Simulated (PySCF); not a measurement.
Species: C7H12Ge.
Numbering: `[CH:1]1=[CH:2][CH2:3][GeH:4]([CH:5]2[CH2:6][CH2:7]2)[CH2:8]1` (hydrogens: H9 on C1; H10 on C2; H11, H12 on C3; H13 on Ge4; H14 on C5; H15, H16 on C6; H17, H18 on C7; H19, H20 on C8)

A linear-response calculation (PySCF, def2-SVPD basis, gas phase, vertical, core orbitals frozen in the response) gave these numbers; the functional is withheld.

Orbital energies (eV): HOMO-3 -10.06, HOMO-2 -9.20, HOMO-1 -8.93, HOMO -8.26, LUMO 1.37, LUMO+1 1.56, LUMO+2 1.68.

| state | E (eV) | f | main configurations (H = HOMO, L = LUMO) |
| --- | --- | --- | --- |
| S1 | 6.66 | 0.0069 | H→L (78%), H→L+3 (14%) |
| S2 | 7.03 | 0.161 | H→L+2 (75%) |
| S3 | 7.10 | 0.0009 | H-1→L+2 (80%), H-1→L+3 (8%) |
| S4 | 7.39 | 0.0034 | H→L+1 (81%) |
| S5 | 7.52 | 0.031 | H-1→L (85%) |
| S6 | 7.62 | 0.0049 | H→L+5 (34%), H→L+4 (18%), H→L+3 (16%) |

Triplets, Tamm–Dancoff:

```json
{"state": "T1", "E (eV)": "4.28", "λ (nm)": "289.4", "main configurations (H = HOMO, L = LUMO)": "H→L+2 (80%), H→L+3 (8%)"}
{"state": "T2", "E (eV)": "6.54", "λ (nm)": "189.6", "main configurations (H = HOMO, L = LUMO)": "H→L (76%), H→L+3 (14%)"}
{"state": "T3", "E (eV)": "6.96", "λ (nm)": "178.3", "main configurations (H = HOMO, L = LUMO)": "H-1→L+2 (74%)"}
{"state": "T4", "E (eV)": "7.29", "λ (nm)": "170.1", "main configurations (H = HOMO, L = LUMO)": "H-1→L+1 (69%)"}
```

Vertical ionisation energy by ΔSCF with the same functional: 8.99 eV. Mean static polarisability: 106.8 au.

**Question.** Name the functional.
A. CAM-B3LYP
B. PBE
C. HF
D. PBE0

**Answer.** A. CAM-B3LYP is range-separated, 19% exact exchange at short range and 65% at long range (ω = 0.33 bohr⁻¹). In this run −ε(HOMO) = 8.26 eV differs from the ΔSCF value by -0.73 eV, and S1 differs from the orbital gap of 9.63 eV by -2.97 eV. The ratio −ε(HOMO)/IP is 0.92. Usual ranges for neutral molecules in this basis: 0.85 to 0.93 with CAM-B3LYP, 0.5 to 0.7 with PBE, 0.7 to 0.83 with PBE0; with Hartree–Fock the ratio is 1 or more (Koopmans' value less the relaxation energy is the ΔSCF value). The other options: PBE, a GGA without exact exchange; HF, time-dependent Hartree–Fock, 100% exact exchange; PBE0, a global hybrid with 25% exact exchange.

Method used: PySCF, TDDFT CAM-B3LYP/def2-SVPD, vertical, gas phase, core orbitals frozen in the response. Geometry: PBE0-D3(BJ)/def2-SVP, one conformer, isolated molecule. Relativistic effects, spin–orbit coupling among them, are left out although an element past zinc is present.
